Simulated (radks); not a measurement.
Ionisation of the rhenium ion Re49+, [Ar] 3d8, to [Ar] 3d7 as the strength of local exchange is varied. All-electron calculation, Dirac Kohn-Sham, Slater X-alpha exchange (alpha = 2/3 is LDA exchange), no correlation, spin-unpolarised, spherical densities, finite nucleus; open shells fill j = l - 1/2 first; Fermi nuclear charge, rms radius 5.3698 fm. Program: a radial shooting solver on a logarithmic mesh with Libxc functionals.

[
 {"alpha": "0.667", "E(Re49+) (hartree)": "-14810.6903", "exchange (hartree)": "-216.3583", "IE (eV)": "4471.2", "-e of the level emptied (eV)": "4404.8 (3d5/2)", "<r> of it (bohr)": "0.1724"},
 {"alpha": "0.67", "E(Re49+) (hartree)": "-14811.6635", "exchange (hartree)": "-217.3421", "IE (eV)": "4472.0", "-e of the level emptied (eV)": "4405.5 (3d5/2)", "<r> of it (bohr)": "0.1724"},
 {"alpha": "0.671", "E(Re49+) (hartree)": "-14811.9879", "exchange (hartree)": "-217.6700", "IE (eV)": "4472.2", "-e of the level emptied (eV)": "4405.8 (3d5/2)", "<r> of it (bohr)": "0.1724"},
 {"alpha": "0.685", "E(Re49+) (hartree)": "-14816.5299", "exchange (hartree)": "-222.2625", "IE (eV)": "4475.6", "-e of the level emptied (eV)": "4409.2 (3d5/2)", "<r> of it (bohr)": "0.1723"},
 {"alpha": "0.731", "E(Re49+) (hartree)": "-14831.4612", "exchange (hartree)": "-237.3667", "IE (eV)": "4486.7", "-e of the level emptied (eV)": "4420.3 (3d5/2)", "<r> of it (bohr)": "0.1721"},
 {"alpha": "0.848", "E(Re49+) (hartree)": "-14869.4892", "exchange (hartree)": "-275.8851", "IE (eV)": "4515.1", "-e of the level emptied (eV)": "4448.7 (3d5/2)", "<r> of it (bohr)": "0.1716"},
 {"alpha": "0.936", "E(Re49+) (hartree)": "-14898.1394", "exchange (hartree)": "-304.9522", "IE (eV)": "4536.4", "-e of the level emptied (eV)": "4470.1 (3d5/2)", "<r> of it (bohr)": "0.1712"},
 {"alpha": "1.028", "E(Re49+) (hartree)": "-14928.1358", "exchange (hartree)": "-335.4287", "IE (eV)": "4558.9", "-e of the level emptied (eV)": "4492.6 (3d5/2)", "<r> of it (bohr)": "0.1708"}
]

NIST Atomic Spectra Database: 4468 eV (theoretical). The central value is not met in this range of alpha. Spin polarisation and multiplet splitting are left out, so open shells lie too high by an amount that depends on their filling.

Beside tabulated values, note that spin-unpolarised runs miss the spin-polarisation part of the exchange energy of open shells.
